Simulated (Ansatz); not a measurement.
CH$_{6}$AlFO$_{2}$Si (`C[O][Al]([F])[O][SiH3]`), charge 0, multiplicity 1.

(1) Give a relaxed structure at PBE0-D4/def2-TZVP (Ansatz). (An estimate is asked.)

Results:

(1) The calculation gave: 
Z-matrix (Å, degrees):
```
C
O 1 1.400
H 1 1.094 2 109.9
H 1 1.096 2 112.6 3 -120.7
H 1 1.094 2 109.8 3 118.7
Al 2 1.668 1 134.6 3 120.4
O 6 1.669 2 122.3 1 -0.1
F 6 1.638 2 117.9 1 179.9
Si 7 1.626 6 170.0 2 179.1
H 9 1.487 7 109.6 6 -168.2
H 9 1.486 7 110.0 6 72.1
H 9 1.486 7 110.3 6 -48.3
```
This is one stationary point; other conformers may exist.
